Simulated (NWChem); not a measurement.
Everything below was run with NWChem. System: diethyl sulfide (C₄H₁₀S), charge 0, spin multiplicity 1, at a geometry optimised with B3LYP/def2-SVP. Level: PBE0/def2-SVP.

NWChem printed:

```
             Northwest Computational Chemistry Package (NWChem) 7.3.0
             --------------------------------------------------------

                                NWChem Input Module
                                -------------------

 Scaling coordinates for geometry "geometry" by  1.889725989
 (inverse scale =  0.529177249)

                             Geometry "geometry" -> ""
                             -------------------------

 Output coordinates in angstroms (scale by  1.889725989 to convert to a.u.)

  No.       Tag          Charge          X              Y              Z
 ---- ---------------- ---------- -------------- -------------- --------------
    1 C                    6.0000     2.57774400    -0.06381200    -0.25228700
    2 C                    6.0000     1.12999500     0.30627700    -0.56096000
    3 S                   16.0000     0.04722000    -0.17381700     0.84052300
    4 C                    6.0000    -1.57575200     0.44652800     0.25881500
    5 C                    6.0000    -2.22770900    -0.37559000    -0.85007600
    6 H                    1.0000     2.93687100     0.45090600     0.65290300
    7 H                    1.0000     3.23467200     0.22085800    -1.08991200
    8 H                    1.0000     2.68628000    -1.14802800    -0.09026300
    9 H                    1.0000     1.03304800     1.39299900    -0.72404100
   10 H                    1.0000     0.79334200    -0.20159700    -1.47899200
   11 H                    1.0000    -1.45949800     1.50198500    -0.04047700
   12 H                    1.0000    -2.20496800     0.44303400     1.16330400
   13 H                    1.0000    -2.35534100    -1.42394700    -0.53913100
   14 H                    1.0000    -1.62469300    -0.36918200    -1.77191900
   15 H                    1.0000    -3.22090500     0.03363500    -1.10278400

 Effective nuclear repulsion energy (a.u.)     233.8734066823

            Nuclear Dipole moment (a.u.)
            ----------------------------
        X                 Y               Z
 ---------------- ---------------- ----------------
    -0.0000075589     0.0000170075     0.0000151178


 Summary of "ao basis" -> "" (spherical)
 ------------------------------------------------------------------------------
       Tag                 Description            Shells   Functions and Types
 ---------------- ------------------------------  ------  ---------------------
 *                          def2-svp                  on all atoms

                                 NWChem DFT Module
                                 -----------------

 Summary of "ao basis" -> "ao basis" (spherical)
 ------------------------------------------------------------------------------
       Tag                 Description            Shells   Functions and Types
 ---------------- ------------------------------  ------  ---------------------
 C                          def2-svp                 6       14   3s2p1d
 S                          def2-svp                 8       18   4s3p1d
 H                          def2-svp                 3        5   2s1p

 Summary of "ao basis" -> "ao basis" (spherical)
 ------------------------------------------------------------------------------
       Tag                 Description            Shells   Functions and Types
 ---------------- ------------------------------  ------  ---------------------
 C                          def2-svp                 6       14   3s2p1d
 S                          def2-svp                 8       18   4s3p1d
 H                          def2-svp                 3        5   2s1p

            General Information
            -------------------
          SCF calculation type: DFT
          Wavefunction type:  closed shell.
          No. of atoms     :    15
          No. of electrons :    50
           Alpha electrons :    25
            Beta electrons :    25
          Charge           :     0
          Spin multiplicity:     1
          Use of symmetry is: off; symmetry adaption is: off
          Maximum number of iterations: 100
          AO basis - number of functions:   124
                     number of shells:    62
          Convergence on energy requested:  1.00D-06
[...]
                  --------------- ------------------- ---------------
          dE  on:    start            ASAP                start
          dE off:    2 iters        100 iters           100 iters

      Screening Tolerance Information
      -------------------------------
          Density screening/tol_rho:  1.00D-10
          AO Gaussian exp screening on grid/accAOfunc:  14
          CD Gaussian exp screening on grid/accCDfunc:  20
          XC Gaussian exp screening on grid/accXCfunc:  20
          Schwarz screening/accCoul:  1.00D-08

      Superposition of Atomic Density Guess
      -------------------------------------

 Sum of atomic energies:        -552.83935064

      Non-variational initial energy
      ------------------------------

 Total energy =    -555.916727
 1-e energy   =   -1220.334130
 2-e energy   =     430.543997
 HOMO         =      -0.259861
 LUMO         =       0.037655

------------------------------------------------------------
EAF file 0: "./mol.aoints.0" size=524288 bytes
------------------------------------------------------------
               write      read    awrite     aread      wait
               -----      ----    ------     -----      ----
     calls:        1         0         0         0         0
   data(b): 5.24e+05  0.00e+00  0.00e+00  0.00e+00
   time(s): 0.00e+00  0.00e+00  0.00e+00  0.00e+00  0.00e+00
rate(mb/s): 0.00e+00  0.00e+00
------------------------------------------------------------

   convergence    iter        energy       DeltaE   RMS-Dens  Diis-err    time
 ---------------- ----- ----------------- --------- --------- ---------  ------
 d= 0,ls=0.0,diis     1   -556.0153742961 -7.90D+02  1.32D-02  3.76D-01     4.2
 d= 0,ls=0.0,diis     2   -556.0480488208 -3.27D-02  3.13D-03  1.08D-01     5.7
 d= 0,ls=0.0,diis     3   -556.0564307244 -8.38D-03  1.27D-03  4.41D-02     7.1
 d= 0,ls=0.0,diis     4   -556.0622467403 -5.82D-03  1.28D-04  2.87D-04     8.6
 d= 0,ls=0.0,diis     5   -556.0622793976 -3.27D-05  4.18D-05  2.75D-05    10.0
  Resetting Diis
 d= 0,ls=0.0,diis     6   -556.0622829044 -3.51D-06  1.14D-05  2.11D-06    11.4
 d= 0,ls=0.0,diis     7   -556.0622831759 -2.71D-07  6.27D-06  1.73D-07    12.9

         Total DFT energy =     -556.062283175900
      One electron energy =    -1225.646252994339
           Coulomb energy =      486.442959367678
    Exchange-Corr. energy =      -50.732396231552
 Nuclear repulsion energy =      233.873406682312

 Numeric. integr. density =       49.999997047087

     Total iterative time =     12.4s

                       DFT Final Molecular Orbital Analysis
                       ------------------------------------

 Vector   23  Occ=2.000000D+00  E=-3.410647D-01
              MO Center= -3.0D-01,  9.5D-02, -8.8D-02, r^2= 5.4D+00
   Bfn.  Coefficient  Atom+Function         Bfn.  Coefficient  Atom+Function
  ----- ------------  ---------------      ----- ------------  ---------------
    50      0.274722   4 C  px               36     -0.246547   3 S  px
    39     -0.236901   3 S  px              105     -0.216450  12 H  s
    80     -0.183377   7 H  s                18      0.181898   2 C  px
    64     -0.180567   5 C  px                4     -0.175158   1 C  px
   120      0.169552  15 H  s               115     -0.157691  14 H  s

 Vector   24  Occ=2.000000D+00  E=-3.089147D-01
              MO Center= -6.3D-02, -5.6D-02,  5.3D-01, r^2= 3.2D+00
   Bfn.  Coefficient  Atom+Function         Bfn.  Coefficient  Atom+Function
  ----- ------------  ---------------      ----- ------------  ---------------
    41      0.345172   3 S  pz               38      0.300307   3 S  pz
    32      0.294516   3 S  s                20     -0.215849   2 C  pz
    40     -0.191189   3 S  py               31      0.172548   3 S  s
    35      0.169943   3 S  pz               37     -0.163003   3 S  py
    52     -0.143233   4 C  pz              100      0.137795  11 H  s

 Vector   25  Occ=2.000000D+00  E=-2.243885D-01
              MO Center= -1.2D-02, -1.0D-01,  6.5D-01, r^2= 2.1D+00
   Bfn.  Coefficient  Atom+Function         Bfn.  Coefficient  Atom+Function
  ----- ------------  ---------------      ----- ------------  ---------------
    40      0.575546   3 S  py               37      0.388185   3 S  py
    41      0.288357   3 S  pz               34      0.221076   3 S  py
    38      0.189864   3 S  pz               63      0.174533   5 C  s
    39      0.126053   3 S  px               95      0.125341  10 H  s
    90     -0.118172   9 H  s                35      0.108329   3 S  pz

 Vector   26  Occ=0.000000D+00  E= 4.994791D-02
              MO Center=  5.7D-01,  3.1D-02,  2.0D-01, r^2= 5.9D+00
   Bfn.  Coefficient  Atom+Function         Bfn.  Coefficient  Atom+Function
  ----- ------------  ---------------      ----- ------------  ---------------
    17      1.178454   2 C  s                49     -1.044578   4 C  s
     3      0.971265   1 C  s                39     -0.805056   3 S  px
    81     -0.580278   7 H  s                91     -0.499981   9 H  s
    86     -0.483902   8 H  s                96     -0.484812  10 H  s
    76     -0.446279   6 H  s               106      0.396614  12 H  s

 Vector   27  Occ=0.000000D+00  E= 6.547459D-02
              MO Center= -1.1D+00,  3.7D-01, -8.3D-01, r^2= 7.0D+00
   Bfn.  Coefficient  Atom+Function         Bfn.  Coefficient  Atom+Function
  ----- ------------  ---------------      ----- ------------  ---------------
    63      1.333434   5 C  s                49      1.268968   4 C  s
    17      1.239994   2 C  s               101     -0.854137  11 H  s
    96     -0.773378  10 H  s               116     -0.758188  14 H  s
   121     -0.690628  15 H  s                91     -0.625097   9 H  s
   106     -0.592151  12 H  s               111     -0.539227  13 H  s

 Vector   28  Occ=0.000000D+00  E= 9.496461D-02
              MO Center=  4.0D-01,  4.3D-01, -4.1D-01, r^2= 6.9D+00
   Bfn.  Coefficient  Atom+Function         Bfn.  Coefficient  Atom+Function
  ----- ------------  ---------------      ----- ------------  ---------------
    63      1.063964   5 C  s                 3     -0.965265   1 C  s
    81      0.823466   7 H  s               101      0.751344  11 H  s
    32     -0.737308   3 S  s                91      0.700164   9 H  s
    22     -0.601717   2 C  py               41      0.557691   3 S  pz
   116     -0.513903  14 H  s                17      0.446715   2 C  s

 center of mass
 --------------
 x =   0.00374476 y =  -0.01865046 z =   0.10405649

 moments of inertia (a.u.)
 ------------------
         218.533517050733         -15.830141099874         -18.259840910405
         -15.830141099874        1018.462579559436          -0.085196224705
         -18.259840910405          -0.085196224705         903.129466157081

     Multipole analysis of the density
     ---------------------------------

     L   x y z        total         alpha         beta         nuclear
     -   - - -        -----         -----         ----         -------
     0   0 0 0      0.000000    -25.000000    -25.000000     50.000000

     1   1 0 0     -0.121113     -0.060553     -0.060553     -0.000008
     1   0 1 0      0.283484      0.141733      0.141733      0.000017
     1   0 0 1     -0.545258     -0.272637     -0.272637      0.000015

     2   2 0 0    -27.460199   -274.050302   -274.050302    520.640404
     2   1 1 0     -0.232492     -4.878210     -4.878210      9.523927
     2   1 0 1     -0.983723     -6.326915     -6.326915     11.670108
     2   0 2 0    -30.559909    -35.424032    -35.424032     40.288154
     2   0 1 1     -0.049364     -1.137964     -1.137964      2.226563
     2   0 0 2    -30.981003    -66.640097    -66.640097    102.299191

 Task  times  cpu:       12.9s     wall:       12.9s

 Total times  cpu:       13.0s     wall:       13.0s
```

### Question
Write an NWChem input that would produce this output.

### Answer
This is not unique; one that fits is 
```
start mol
memory heap 200 mb stack 900 mb global 1100 mb
geometry units angstroms nocenter noautoz noautosym
  C      2.577744    -0.063812    -0.252287
  C      1.129995     0.306277    -0.560960
  S      0.047220    -0.173817     0.840523
  C     -1.575752     0.446528     0.258815
  C     -2.227709    -0.375590    -0.850076
  H      2.936871     0.450906     0.652903
  H      3.234672     0.220858    -1.089912
  H      2.686280    -1.148028    -0.090263
  H      1.033048     1.392999    -0.724041
  H      0.793342    -0.201597    -1.478992
  H     -1.459498     1.501985    -0.040477
  H     -2.204968     0.443034     1.163304
  H     -2.355341    -1.423947    -0.539131
  H     -1.624693    -0.369182    -1.771919
  H     -3.220905     0.033635    -1.102784
end
basis spherical
  * library def2-svp
end
dft
  xc pbe0
  semidirect memsize 60000000 filesize 0
  iterations 100
end
task dft energy
```
